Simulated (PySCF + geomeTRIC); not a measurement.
Species: CH3BSi, SMILES `B1C=[SiH]1` (charge 0, multiplicity 1).

### Question
Give a relaxed geometry from PySCF + geomeTRIC with B3LYP-D3(BJ)/def2-TZVP.

### Answer
the end point of this relaxation (outside a Z-matrix the atoms follow the SMILES, hydrogens last).
Cartesian coordinates (Å) in one orientation:
```xyz
6

B     -0.851    -0.583     0.181
C     -0.250     0.740    -0.078
Si     1.033    -0.427    -0.036
H     -1.815    -1.235     0.377
H     -0.605     1.755    -0.193
H      2.499    -0.258    -0.212
```
